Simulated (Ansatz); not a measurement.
Ansatz (an electronic-structure program) input (B3LYP-D3(BJ)/def2-TZVP):

Ansatz 0.2 input:
```yaml
crystal:
  periodic: [false, false, false]
  atoms:
    - {symbol: Te, position_ang: [0.04424944, 0.01794832, 1.08398968]}
    - {symbol: I, position_ang: [0.96386790, -1.85549558, -0.54142374]}
    - {symbol: I, position_ang: [-1.00728245, 1.83788590, -0.52211331]}
basis:
  gaussian:
    orbitals: def2-TZVP
hamiltonian:
  xc: b3lyp
  dispersion: d3bj
total_charge: 1
magnetization: {spin_polarized: true, initial_magnetization: 1}
phonons: {temperatures: {t_min: 298.15, t_max: 298.15, t_step: 100}}
```

Output:

```
Functional definition: B3LYP
integrals: 0.08 GiB planned
1245 factors; their error is unknown
mean field: 1.03 GiB planned
mean field evaluation 1: about -23495.0111 eV, gradient 1.3e1 eV
mean field evaluation 2: about -23493.6114 eV, gradient 2.2e1 eV
mean field evaluation 4: about -23495.9315 eV, gradient 1.4e0 eV
mean field evaluation 8: about -23496.4830 eV, gradient 8.5e-2 eV
mean field evaluation 16: about -23496.4830 eV, gradient 3.7e-4 eV
mean field -23496.48302443 eV, -863.4798246597 hartree, gradient 2.6e-5 eV, S^2 0.752878; 0 other end points of the search recorded, 0 dependent functions left out
the calculation of the forces begins
reference -23496.48324036 eV, -863.4798325950 hartree; 37, 36 occupied and 113, 114 virtual orbitals, 1245 factors
these checks for a lower state are left out or cut short: stability, starts, cluster_reference, orbital_swaps, neighbouring_geometries, increment
integrals: 0.08 GiB planned
1245 factors; their error is unknown
mean field: 1.03 GiB planned
mean field -23496.48301302 eV, -863.4798242404 hartree, gradient 2.8e-6 eV, S^2 0.752879; 0 other end points of the search recorded, 0 dependent functions left out
the calculation of the forces begins
reference -23496.48322897 eV, -863.4798321761 hartree; 37, 36 occupied and 113, 114 virtual orbitals, 1245 factors
these checks for a lower state are left out or cut short: stability, starts, cluster_reference, orbital_swaps, neighbouring_geometries, increment
integrals: 0.08 GiB planned
1245 factors; their error is unknown
mean field: 1.03 GiB planned
mean field evaluation 32: about -23496.4830 eV, gradient 5.7e-4 eV
mean field -23496.48298804 eV, -863.4798233221 hartree, gradient 2.8e-6 eV, S^2 0.752878; 0 other end points of the search recorded, 0 dependent functions left out
the calculation of the forces begins
reference -23496.48320396 eV, -863.4798312571 hartree; 37, 36 occupied and 113, 114 virtual orbitals, 1245 factors
these checks for a lower state are left out or cut short: stability, starts, cluster_reference, orbital_swaps, neighbouring_geometries, increment
integrals: 0.08 GiB planned
1245 factors; their error is unknown
mean field: 1.03 GiB planned
mean field -23496.48314074 eV, -863.4798289339 hartree, gradient 2.8e-6 eV, S^2 0.752879; 0 other end points of the search recorded, 0 dependent functions left out
the calculation of the forces begins
reference -23496.48335670 eV, -863.4798368701 hartree; 37, 36 occupied and 113, 114 virtual orbitals, 1245 factors
these checks for a lower state are left out or cut short: stability, starts, cluster_reference, orbital_swaps, neighbouring_geometries, increment
integrals: 0.08 GiB planned
1245 factors; their error is unknown
mean field: 1.03 GiB planned
mean field -23496.48286194 eV, -863.4798186883 hartree, gradient 2.7e-6 eV, S^2 0.752877; 0 other end points of the search recorded, 0 dependent functions left out
the calculation of the forces begins
reference -23496.48307785 eV, -863.4798266228 hartree; 37, 36 occupied and 113, 114 virtual orbitals, 1245 factors
these checks for a lower state are left out or cut short: stability, starts, cluster_reference, orbital_swaps, neighbouring_geometries, increment
integrals: 0.08 GiB planned
1245 factors; their error is unknown
mean field: 1.03 GiB planned
mean field -23496.48300937 eV, -863.4798241062 hartree, gradient 2.6e-6 eV, S^2 0.752878; 0 other end points of the search recorded, 0 dependent functions left out
the calculation of the forces begins
reference -23496.48322530 eV, -863.4798320414 hartree; 37, 36 occupied and 113, 114 virtual orbitals, 1245 factors
these checks for a lower state are left out or cut short: stability, starts, cluster_reference, orbital_swaps, neighbouring_geometries, increment
integrals: 0.08 GiB planned
1245 factors; their error is unknown
mean field: 1.03 GiB planned
mean field evaluation 64: about -23496.4830 eV, gradient 5.7e-4 eV
mean field -23496.48302551 eV, -863.4798246993 hartree, gradient 2.5e-6 eV, S^2 0.752879; 0 other end points of the search recorded, 0 dependent functions left out
the calculation of the forces begins
reference -23496.48324145 eV, -863.4798326349 hartree; 37, 36 occupied and 113, 114 virtual orbitals, 1245 factors
Total energy: -23496.78058996 eV, -863.4907599910 hartree
Atom 0 at     0.044249     0.017948     1.083990 Å, force    -0.000012    -0.000005    -0.000294 eV/Å
Atom 1 at     0.963868    -1.855496    -0.541424 Å, force    -0.000120     0.000239     0.000148 eV/Å
Atom 2 at    -1.007282     1.837886    -0.522113 Å, force     0.000132    -0.000234     0.000146 eV/Å
Dipole moment:     0.009441     0.003829     0.231267 e Å
Vibrations: 67.17 215.34 221.65 cm⁻¹, zero-point energy 0.031254 eV
```
